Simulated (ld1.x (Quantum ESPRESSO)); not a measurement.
**Which change was made? (Si, TM)**

silicon, norm-conserving Troullier–Martins (Kleinman–Bylander form), made with ld1.x (Quantum ESPRESSO) 7.5 (PBE, non-relativistic). Core [Ne], reference 3s2 3p2. Waves: 3s (bound): rc 1.70 bohr; 3p (bound): rc 1.65 bohr. Local part: the p channel. Core correction: a·sin(br)/r model core inside 0.95 bohr.

Cutoffs, loose and tight: the cutoffs (Ry, on a coarse ladder) from which the occupation-weighted sum of valence levels, in a spherical-Bessel basis at the reference potential, stays within 10 and 1 mRy of its value at 400 Ry. They do not see the model core or the augmentation charge, which bear on the density cutoff. Test errors are all-electron minus pseudo excitation energies from the reference, over the configurations 3s2 3p1; 3s2 3p0; 3s1 3p0; 3s1 3p3; 3s2 3p1.5; 3s0 3p4; 3s1 3p2; variants that change the core or the reference have their own tests.

The base gives: outcome: generated; cutoff, loose: 15 Ry; cutoff, tight: 40 Ry; bound ghosts: none; largest test error (meV): +39.

(1) After one change the result is: outcome: generated; cutoff, loose: 70 Ry; cutoff, tight: 260 Ry; bound ghosts: s; largest test error (meV): +55. Which change was it?
A. wave 3s (bound): rc 1.70 bohr becomes 3s (bound): rc 1.12 bohr
B. wave 3s (bound): rc 1.70 bohr becomes 3s (bound): rc 2.52 bohr
C. wave 3s (bound): rc 1.70 bohr becomes 3s (bound): rc 1.42 bohr
D. wave 3s (bound): rc 1.70 bohr becomes 3s (bound): rc 2.04 bohr

## Answers

(1) A. The others give: wave 3s (bound): rc 1.70 bohr becomes 3s (bound): rc 2.04 bohr → outcome: generated; cutoff, loose: 12 Ry; cutoff, tight: 35 Ry; bound ghosts: none; largest test error (meV): +34 | wave 3s (bound): rc 1.70 bohr becomes 3s (bound): rc 2.52 bohr → outcome: generated; cutoff, loose: 10 Ry; cutoff, tight: 30 Ry; bound ghosts: none; largest test error (meV): -86 | wave 3s (bound): rc 1.70 bohr becomes 3s (bound): rc 1.42 bohr → outcome: generated; cutoff, loose: 30 Ry; cutoff, tight: 70 Ry; bound ghosts: none; largest test error (meV): +40.
